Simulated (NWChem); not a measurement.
Everything below was run with NWChem. System: GaN, charge 0, spin multiplicity 3, at a geometry optimised with UB3LYP/def2-SVP. The structure started from a generated list of species. Its SCF solution wasn't tested for a lower state. Level: UMP2/def2-TZVP, 10 core orbitals frozen.

Output (cleaned and shortened):

```
             Northwest Computational Chemistry Package (NWChem) 7.3.0
             --------------------------------------------------------

                                NWChem Input Module
                                -------------------

 Scaling coordinates for geometry "geometry" by  1.889725989
 (inverse scale =  0.529177249)

 Turning off AUTOSYM since
 SYMMETRY directive was detected!

                             Geometry "geometry" -> ""
                             -------------------------

 Output coordinates in angstroms (scale by  1.889725989 to convert to a.u.)

  No.       Tag          Charge          X              Y              Z
 ---- ---------------- ---------- -------------- -------------- --------------
    1 Ga                  31.0000     0.00000000     0.00000000     0.34258000
    2 N                    7.0000     0.00000000     0.00000000    -1.51714100

 Effective nuclear repulsion energy (a.u.)      61.7466077078

            Nuclear Dipole moment (a.u.)
            ----------------------------
        X                 Y               Z
 ---------------- ---------------- ----------------
     0.0000000000     0.0000000000    -0.0000132281

      Symmetry information
      --------------------

 Group name             C2v
 Group number             16
 Group order               4
 No. of unique centers     2

      Symmetry unique atoms

     1    2


 Summary of "ao basis" -> "" (spherical)
 ------------------------------------------------------------------------------
       Tag                 Description            Shells   Functions and Types
 ---------------- ------------------------------  ------  ---------------------
 *                         def2-tzvp                  on all atoms

 Summary of "ao basis" -> "ao basis" (spherical)
 ------------------------------------------------------------------------------
       Tag                 Description            Shells   Functions and Types
 ---------------- ------------------------------  ------  ---------------------
 Ga                        def2-tzvp                16       48   6s5p4d1f
 N                         def2-tzvp                11       31   5s3p2d1f

                                 NWChem SCF Module
                                 -----------------

  ao basis        = "ao basis"
  functions       =    79
  atoms           =     2
  alpha electrons =    20
  beta  electrons =    18
  charge          =   0.00
  wavefunction    = UHF
  use symmetry    = T
  symmetry adapt  = T

 Summary of "ao basis" -> "ao basis" (spherical)
 ------------------------------------------------------------------------------
       Tag                 Description            Shells   Functions and Types
 ---------------- ------------------------------  ------  ---------------------
 Ga                        def2-tzvp                16       48   6s5p4d1f
 N                         def2-tzvp                11       31   5s3p2d1f

      Symmetry analysis of basis
      --------------------------

        a1         35
        a2          8
        b1         18
        b2         18

 Forming initial guess at       0.1s

   Symmetry analysis of molecular orbitals - initial alpha
   -------------------------------------------------------

  Numbering of irreducible representations:

     1 a1          2 a2          3 b1          4 b2

  Orbital symmetries:

     1 a1          2 a1          3 b2          4 b1          5 a1
     6 a1          7 a1          8 b2          9 b1         10 a1
    11 a1         12 a2         13 a1         14 b2         15 b1
    16 a1         17 a1         18 b2         19 a1         20 b1
    21 b2         22 b1         23 a1         24 a1         25 a2
    26 a1         27 a1         28 b2         29 b2         30 b1

   Symmetry analysis of molecular orbitals - initial beta
   ------------------------------------------------------

  Numbering of irreducible representations:

     1 a1          2 a2          3 b1          4 b2

  Orbital symmetries:

     1 a1          2 a1          3 b2          4 b1          5 a1
     6 a1          7 a1          8 b2          9 b1         10 a1
    11 a1         12 a2         13 a1         14 b2         15 b1
[...]
     5     -0.205196  1 Ga s                 59     -0.173498  2 N  pz

 Vector   21  Occ=0.000000D+00  E= 6.490513D-02  Symmetry=b1
              MO Center= -5.9D-14,  1.7D-15,  3.6D-01, r^2= 4.8D+00
   Bfn.  Coefficient  Atom+Function         Bfn.  Coefficient  Atom+Function
  ----- ------------  ---------------      ----- ------------  ---------------
    19      0.867097  1 Ga px                60     -0.352718  2 N  px
    16      0.240153  1 Ga px                54     -0.183604  2 N  px

 center of mass
 --------------
 x =   0.00000000 y =   0.00000000 z =   0.05395893

 moments of inertia (a.u.)
 ------------------
         143.744912600064           0.000000000000           0.000000000000
           0.000000000000         143.744912600064           0.000000000000
           0.000000000000           0.000000000000           0.000000000000

  Mulliken analysis of the total density
  --------------------------------------

    Atom       Charge   Shell Charges
 -----------   ------   -------------------------------------------------------
    1 Ga  31    30.62   2.00  2.00  1.18  0.78  1.01  0.91  5.98  4.43  1.56  0.41  0.22  8.89  1.13  0.00  0.08  0.03
    2 N    7     7.38   0.82  1.15  0.61  0.96  0.29  1.28  1.48  0.79  0.00  0.01  0.00

  Mulliken analysis of the alpha density
  --------------------------------------

    Atom       Charge   Shell Charges
 -----------   ------   -------------------------------------------------------
    1 Ga  31    15.34   1.00  1.00  0.59  0.39  0.47  0.49  2.99  2.22  0.78  0.26  0.09  4.45  0.56  0.01  0.03  0.02
    2 N    7     4.66   0.41  0.58  0.33  0.51  0.11  1.04  1.17  0.51  0.00  0.00  0.00

   Mulliken analysis of the beta density
   -------------------------------------

    Atom       Charge   Shell Charges
 -----------   ------   -------------------------------------------------------
    1 Ga  31    15.27   1.00  1.00  0.59  0.39  0.54  0.42  2.99  2.21  0.78  0.15  0.13  4.44  0.57 -0.00  0.05  0.01
    2 N    7     2.73   0.41  0.58  0.28  0.45  0.18  0.24  0.31  0.28  0.00  0.00  0.00

   Mulliken analysis of the spin density
   -------------------------------------

    Atom       Charge   Shell Charges
 -----------   ------   -------------------------------------------------------
    1 Ga  31     0.07  -0.00 -0.00 -0.00  0.00 -0.06  0.07  0.00  0.01 -0.00  0.11 -0.04  0.00 -0.00  0.01 -0.02  0.01
    2 N    7     1.93   0.00 -0.00  0.05  0.06 -0.07  0.79  0.86  0.23 -0.00 -0.00  0.00

       Multipole analysis of the density wrt the origin
       ------------------------------------------------

     L   x y z        total         alpha         beta         nuclear
     -   - - -        -----         -----         ----         -------
     0   0 0 0     -0.000000    -20.000000    -18.000000     38.000000

     1   1 0 0     -0.000000     -0.000000      0.000000      0.000000
     1   0 1 0      0.000000      0.000000      0.000000      0.000000
     1   0 0 1      0.817629      2.935871     -2.118229     -0.000013

     2   2 0 0    -16.644399     -8.238205     -8.406194      0.000000
     2   1 1 0      0.000000      0.000000     -0.000000      0.000000
     2   1 0 1     -0.000000     -0.000000      0.000000      0.000000
     2   0 2 0    -14.556436     -8.310521     -6.245915      0.000000
     2   0 1 1     -0.000000     -0.000000     -0.000000      0.000000
     2   0 0 2    -19.491077    -55.302322    -34.718026     70.529272

                   NWChem MP2 Semi-direct Energy/Gradient Module
                   ---------------------------------------------

  Basis functions       =     79
  Molecular orbitals    =     79
  Frozen core           =     10
  Frozen virtuals       =      0
  Active alpha occupied =     10
  Active beta occupied  =      8
  Active alpha virtual  =     59
  Active beta virtual   =     61
  Use MO symmetry       = T
  Use skeleton AO sym   = T

  AO/Fock/Back tols     =   1.0D-09  1.0D-09  1.0D-09

 GA uses MA = F    GA memory limited = T

 Available:
  local mem=  1.26D+08
 global mem=  1.44D+08
 local disk=  0.00D+00
  mp2_memr nvloc                    59
  nvloc new                    59
   1 passes of  10:        4194304                      42219                   6321627.
   1 passes of  10: M    126148683           G      144166718           F     121954379.

 Semi-direct pass number   1 of   1  for UHF alpha       at        2.7s
  vrange nnbf                  3146
  mp2_eaftype                    24  avail_ma_in_mb                  1099
 EAF : mp2_eaftype filesize          24    3160813.
  mp2_eaf for mointskh                     24
Node 0 wrote     14.8 Mb in      0.0 s     Agg I/O rate:  1669.1 Mb/s
 Done moints_semi at        7.0s
  mp2_eaftype                    24  avail_ma_in_mb                  1075
 EAF : mp2_eaftype filesize          24    3160813.
  mp2_eaf for kh                    24
 Done maket at        7.1s
 Done multipass loop at        7.1s

 GA uses MA = F    GA memory limited = T

 Available:
  local mem=  1.26D+08
 global mem=  1.44D+08
 local disk=  0.00D+00
  mp2_memr nvloc                    61
  nvloc new                    61
   1 passes of   8:        4194304                      37121                   5230594.
   1 passes of   8: M    126148683           G      144166718           F     121954379.

 Semi-direct pass number   1 of   1  for UHF beta        at        7.1s
  vrange nnbf                  3146
  mp2_eaftype                    19  avail_ma_in_mb                  1099
 EAF : mp2_eaftype filesize          19    2615297.
  mp2_eaf for mointskh                     19
Node 0 wrote     12.3 Mb in      0.0 s     Agg I/O rate:  1871.4 Mb/s
 Done moints_semi at       11.4s
  mp2_eaftype                    19  avail_ma_in_mb                  1080
 EAF : mp2_eaftype filesize          19    2615297.
  mp2_eaf for kh                    19
 Done maket at       11.5s
 Done multipass loop at       11.5s

          -------------------------------------------
          SCF energy               -1977.628734797411
          Correlation energy          -0.330457988215
          Singlet pairs                0.000000000000
          Triplet pairs                0.000000000000
          Total MP2 energy         -1977.959192785625
          -------------------------------------------

          ---------------------------------------------------
                    Spin Component Scaled (SCS) MP2
          Same spin pairs                     -0.097103527245
          Same spin scaling factor             0.333333333333
          Opposite spin pairs                 -0.233354460970
          Opposite spin scaling fact.          1.200000000000
          SCS-MP2 correlation energy          -0.312393195579
          Total SCS-MP2 energy             -1977.941127992989
          ---------------------------------------------------

 -----------------------
 Performance information
 -----------------------

 Timer overhead =  2.03D-07 seconds/call

               Nr. of calls         CPU time (s)                 Wall time (s)                GFlops
             ---------------    -------------------     ------------------------------   -------------------
Name         Min   Avg   Max    Min     Avg     Max     Min     Avg     Max   Mx/calls   Min     Max     Sum
mp2: moin     2     2     2    8.6     8.6     8.6      8.6     8.6     8.6     4.3      0.0     0.0     0.0
mp2: make     2     2     2   0.21    0.21    0.21     0.21    0.21    0.21    0.11      0.0     0.0     0.0
mp2: tota     1     1     1    8.9     8.9     8.9      8.9     8.9     8.9     8.9      0.0     0.0     0.0

 The average no. of pstat calls per process was 5.00D+00
 with a timing overhead of 1.02D-06s

 Task  times  cpu:       11.5s     wall:       11.5s

 Total times  cpu:       11.5s     wall:       11.5s
```

Task: Write an NWChem input that would produce this output.

Result: One answer among several that fit: 
```
start mol
memory heap 200 mb stack 900 mb global 1100 mb
geometry units angstroms nocenter noautoz
  Ga     0.000000     0.000000     0.342580
  N      0.000000     0.000000    -1.517141
  symmetry group C2v
end
basis spherical
  * library def2-tzvp
end
scf
  uhf
  nopen 2
  maxiter 100
  thresh 1e-7
  semidirect memsize 60000000 filesize 0
  # guess.movecs holds the orbitals of an unrestricted PBE0 run
  vectors input guess.movecs output mol.movecs
end
mp2
  freeze core 10
end
task mp2 energy
```
